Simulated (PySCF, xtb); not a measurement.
In(vinyl)(OH)2 (C2H5InO2), SMILES [CH]([In]([OH])[OH])=C.

xtb 6.7.1 with GFN2-xTB at its own geometry gives an orbital gap of 3.49 eV and a dipole moment of 4.23 D.

Geometry optimised at PBE0-D3(BJ)/def2-SVP. The structure was generated by enumeration; whether it is a known compound was not checked. The def2 effective core potentials stand for the cores of In; spin–orbit coupling is left out. One conformer was computed; it need not be the lowest.

Question: What does HF/def2-TZVP run with PySCF give? (An estimate is asked for; the answer gives what the named calculation found.)

Answer: gap 12.23 eV (levels -10.83 and 1.40 eV), dipole 3.32 D.
